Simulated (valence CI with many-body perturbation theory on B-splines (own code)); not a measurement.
# E1 transitions of Nd LVI

Computed by valence CI with perturbative core correlation (CI+MBPT): three valence electrons over a frozen Dirac-Fock core [He], a basis of 11 s, 11 p, 9 d, 7 f, 5 g, 2 h, 1 i functions for each j, with the one-electron correlation potential Σ1 (screened to all orders), the two-electron term Σ2, the three-electron term Σ3, Breit, model QED; selected single and double excitations, second order for the rest (own B-spline code, finite nucleus).

The last digits are not significant, and no measured levels were compared; by estimate large intervals hold to a few tenths of a per cent, small ones and those within an open d or f shell to about a per cent.

Lines 151 to 200 of 280 in falling wavelength, among levels below 7830.1 eV, chosen from the strongest by gf and those to the six lowest levels. Wavelengths and rates use the calculated energies. Electric multipoles are in the length gauge, E1 and E2 with the static RPA response of the core. Weak lines are less certain than strong ones. Lines between different terms over intervals too small for the method are left out, as are lines whose strength nearly cancels. The highest levels of a list are the least certain.

Levels are named by their leading jj configuration (3d3/2^4 stands for four electrons in 3d with j = 3/2), which in mixed levels can hold well under half, so a name can repeat and another be missing. Letters in brackets count levels of one name in rising energy.

```tsv
λ vac (nm)	Upper	Lower	A (s⁻¹)	log gf	Branch %
0.1973	(2s 2p1/2 3d5/2) J=5/2 [a]	(2s 2p1/2 2p3/2) J=5/2	2.21e+13	-1.11	3.3
0.1972	(2s 2p1/2 3d3/2) J=5/2	(2s 2p1/2 2p3/2) J=3/2 [a]	2.18e+13	-1.12	15.9
0.1971	(2p1/2 2p3/2 3d5/2) J=5/2 [b]	(2p1/2 2p3/2^2) J=3/2	6.21e+14	0.34	63.8
0.1969	(2s 2p3/2 3d5/2) J=5/2 [b]	(2s 2p3/2^2) J=3/2	9.38e+14	0.51	98.1
0.1968	(2s 2p3/2 3d5/2) J=3/2 [b]	(2s 2p3/2^2) J=3/2	2.10e+14	-0.31	31.4
0.1967	(2s 2p3/2 3d5/2) J=3/2 [b]	(2s 2p3/2^2) J=1/2	4.49e+14	0.02	67.1
0.1967	(2s 2p1/2 3d3/2) J=3/2 [b]	(2s 2p1/2 2p3/2) J=3/2 [a]	7.32e+13	-0.77	8.5
0.1966	(2s 2p1/2 3d5/2) J=7/2	(2s 2p1/2 2p3/2) J=5/2	6.38e+14	0.47	100.0
0.1965	(2s 2p3/2 3d5/2) J=5/2 [a]	(2s 2p3/2^2) J=5/2	4.82e+14	0.22	87.5
0.1965	(2s 2p3/2 3d5/2) J=3/2 [a]	(2s 2p3/2^2) J=5/2	9.37e+13	-0.66	20.0
0.1964	(2s 2p1/2 3d3/2) J=1/2	(2s 2p1/2 2p3/2) J=3/2 [a]	1.26e+13	-1.84	3.0
0.1963	(2s 2p3/2 3d5/2) J=7/2 [a]	(2s 2p3/2^2) J=5/2	9.30e+14	0.63	97.5
0.1962	(2s 2p1/2 3d5/2) J=5/2 [b]	(2s 2p1/2 2p3/2) J=5/2	7.10e+13	-0.61	11.2
0.1962	(2s 2p1/2 3d5/2) J=3/2	(2s 2p1/2 2p3/2) J=5/2	3.43e+12	-2.10	0.5
0.1962	(2s 2p1/2 3d5/2) J=5/2 [a]	(2s 2p1/2 2p3/2) J=3/2 [a]	5.84e+14	0.31	87.4
0.1960	(2s^2 3d5/2) J=5/2	(2s^2 2p3/2) J=3/2	6.70e+14	0.36	100.0
0.1958	(2s 2p3/2 3d3/2) J=5/2 [b]	(2s 2p3/2^2) J=5/2	4.36e+13	-0.82	6.9
0.1952	(2s 2p1/2 3d5/2) J=5/2 [b]	(2s 2p1/2 2p3/2) J=3/2 [a]	5.35e+13	-0.74	8.4
0.1952	(2s 2p1/2 3d5/2) J=3/2	(2s 2p1/2 2p3/2) J=3/2 [a]	2.41e+13	-1.26	3.8
0.1947	(2s 2p3/2 3d5/2) J=7/2 [b]	(2s 2p3/2^2) J=5/2	2.25e+14	0.01	94.9
0.1946	(2p1/2^2 3p3/2) J=3/2	(2s 2p1/2 2p3/2) J=1/2	1.30e+13	-1.53	6.9
0.1942	(2s 2p1/2 3p3/2) J=5/2	(2s^2 2p3/2) J=3/2	1.39e+13	-1.33	89.3
0.1909	(2s 2p3/2 3s) J=3/2 [a]	(2s 2p1/2 2p3/2) J=1/2	2.55e+12	-2.25	2.1
0.1906	(2s 2p1/2 3s) J=1/2 [a]	(2s 2p1/2^2) J=1/2	1.44e+13	-1.81	14.8
0.1900	(2s 2p1/2 3s) J=3/2	(2s 2p1/2^2) J=1/2	2.71e+13	-1.23	25.1
0.1899	(2s 2p3/2 3s) J=5/2	(2s 2p1/2 2p3/2) J=5/2	1.95e+13	-1.20	26.2
0.1893	(2s 2p1/2 3s) J=1/2 [b]	(2s 2p1/2^2) J=1/2	4.08e+12	-2.36	5.2
0.1893	(2s 2p3/2 3s) J=3/2 [a]	(2s 2p1/2 2p3/2) J=5/2	1.50e+13	-1.49	12.1
0.1893	(2s 2p3/2 3s) J=1/2	(2s 2p1/2 2p3/2) J=1/2	5.26e+12	-2.25	3.7
0.1892	(2s 2p3/2 3s) J=3/2 [b]	(2s 2p1/2 2p3/2) J=1/2	7.46e+12	-1.80	10.8
0.1889	(2s 2p3/2 3s) J=5/2	(2s 2p1/2 2p3/2) J=3/2 [a]	1.25e+13	-1.40	16.7
0.1888	(2s^2 3s) J=1/2	(2s^2 2p1/2) J=1/2	2.78e+13	-1.53	25.6
0.1883	(2s 2p3/2 3s) J=3/2 [a]	(2s 2p1/2 2p3/2) J=3/2 [a]	4.59e+12	-2.01	3.7
0.1876	(2s 2p3/2 3s) J=3/2 [b]	(2s 2p1/2 2p3/2) J=5/2	5.06e+11	-2.97	0.7
0.1876	(2s^2 3p3/2) J=3/2	(2s 2p1/2^2) J=1/2	5.75e+12	-1.92	60.8
0.1866	(2s 2p3/2 3s) J=3/2 [b]	(2s 2p1/2 2p3/2) J=3/2 [a]	5.29e+11	-2.96	0.8
0.1854	(2p1/2^2 3d5/2) J=5/2	(2s^2 2p3/2) J=3/2	3.91e+11	-2.92	0.1
0.1843	(2p1/2 2p3/2 3p1/2) J=1/2	(2s 2p1/2 2p3/2) J=1/2	3.53e+13	-1.44	6.8
0.1841	(2p1/2 2p3/2 3p1/2) J=3/2 [a]	(2s 2p1/2 2p3/2) J=1/2	1.05e+14	-0.67	17.6
0.1839	(2p1/2 2p3/2 3p1/2) J=5/2	(2s 2p1/2 2p3/2) J=3/2 [b]	9.98e+13	-0.52	14.0
0.1838	(2p1/2 2p3/2 3d3/2) J=3/2 [a]	(2p1/2^2 2p3/2) J=3/2	1.05e+14	-0.67	51.1
0.1836	(2s 2p1/2 3p1/2) J=1/2 [a]	(2s^2 2p1/2) J=1/2	7.69e+13	-1.11	98.3
0.1834	(2s 2p3/2 3d3/2) J=5/2 [a]	(2s 2p1/2 2p3/2) J=3/2 [b]	8.89e+13	-0.57	28.1
0.1833	(2s 2p3/2 3d3/2) J=3/2 [a]	(2s 2p1/2 2p3/2) J=1/2	7.40e+12	-1.83	1.6
0.1833	(2s 2p3/2 3d3/2) J=1/2 [a]	(2s 2p1/2 2p3/2) J=1/2	2.26e+12	-2.64	0.5
0.1832	(2s 2p3/2 3p1/2) J=3/2 [a]	(2s^2 2p3/2) J=3/2	6.70e+13	-0.87	98.7
0.1831	(2s 2p3/2 3p1/2) J=5/2	(2s^2 2p3/2) J=3/2	1.69e+14	-0.29	99.1
0.1830	(2s 2p1/2 3d3/2) J=3/2 [a]	(2s 2p1/2^2) J=1/2	7.04e+13	-0.85	40.3
0.1830	(2p1/2 2p3/2 3d3/2) J=5/2 [b]	(2p1/2^2 2p3/2) J=3/2	7.34e+14	0.34	97.7
0.1830	(2s 2p1/2 3p1/2) J=3/2	(2s^2 2p1/2) J=1/2	2.30e+14	-0.34	99.6
```
